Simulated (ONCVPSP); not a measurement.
**chromium: one change to an ONCV potential, before and after**

```json
{
  "Element": "chromium",
  "Generator": "ONCVPSP 4.0.1",
  "Type": "optimised norm-conserving Vanderbilt (ONCV)",
  "Functional": "BLYP",
  "Relativity": "scalar-relativistic",
  "Frozen core": "[Ar]",
  "Valence charge": "6",
  "Reference configuration": "3d5 4s0.5 (charge +0.5)",
  "Partial waves": "4s: rc 2.65 bohr, ncon 4, nbas 7, qcut 2 1/bohr, 2 projectors, debl 1.6 Ha; p scattering state at 0.13 Ha: rc 2.20 bohr, ncon 4, nbas 7, qcut 4.1 1/bohr, 2 projectors, debl 0.4 Ha; 3d: rc 1.35 bohr, ncon 3, nbas 6, qcut 9.3 1/bohr, 2 projectors, debl 1.7 Ha",
  "Local potential": "polynomial inside 1.10 bohr (lpopt 5, dvloc0 6 Ha)",
  "Core correction": "Teter function, fcfact 2, rcfact 1.2"
}
```

All-electron outer shells of the reference configuration (BLYP, scalar-relativistic, ld1.x):

```tsv
shell	level (eV)	outermost node (bohr)	outermost maximum (bohr)
3p	-48.65	0.33	0.80
4s	-6.93	1.12	2.64
3d	-6.20	–	0.84
```

Change: local potential polynomial inside 1.25 bohr (lpopt 1, dvloc0 6 Ha).

Cutoffs: the cutoffs (Ha) at which the residual kinetic energy of the hardest occupied pseudo-wave falls to 1 and 0.1 mHa per electron; they do not see the model core or the augmentation charge, which bear on the density cutoff. Errors are all-electron minus pseudo energies relative to the spin-unpolarised reference configuration.

Question: How do hardness, ghosts and transferability respond?

Answer: The potential gets neither clearly harder nor softer (38 Ha and 48 Ha → 38 Ha and 48 Ha); both files keep a bound ghost (p); the lowest positive-energy flag moves from s at 33.2 eV to s at 66.5 eV; the errors of the 4 common tests hardly move.

| quantity | base | changed |
| --- | --- | --- |
| cutoff, loose | 38 Ha | 38 Ha |
| cutoff, tight | 48 Ha | 48 Ha |
| bound ghosts | p | p |
| GHOST(+) flags under 300 eV | s at 33.2 eV | s at 66.5 eV |
| error for 3d5 4s1, meV [ΔE -2.72 eV] | +1.3 | +1.2 |
| error for 3d5 4s0, meV [ΔE 4.26 eV] | +3.6 | +3.6 |
| error for 3d4 4s0, meV [ΔE 20.34 eV] | -0.4 | -0.4 |
| error for 3d3 4s0, meV [ΔE 51.09 eV] | -307 | -307 |
| s: phases at 2.69 bohr within 0.05 rad from the reference energy up to (Ha; the scan ends near 5) | 1.2 | 1.9 |
| p: phases at 2.23 bohr within 0.05 rad from the reference energy up to (Ha; the scan ends near 5) | 3.7 | 3.6 |
| d: phases at 1.37 bohr within 0.05 rad from the reference energy up to (Ha; the scan ends near 5) | to the end of the scan | to the end of the scan |
| rms error of d²Exc/dni dnj with the model core, mHa | 9.50 | 9.50 |

 A true bound ghost makes a file unfit for plane-wave use even where its test errors are small: the radial tests pick states by their node count and pass the ghost by.
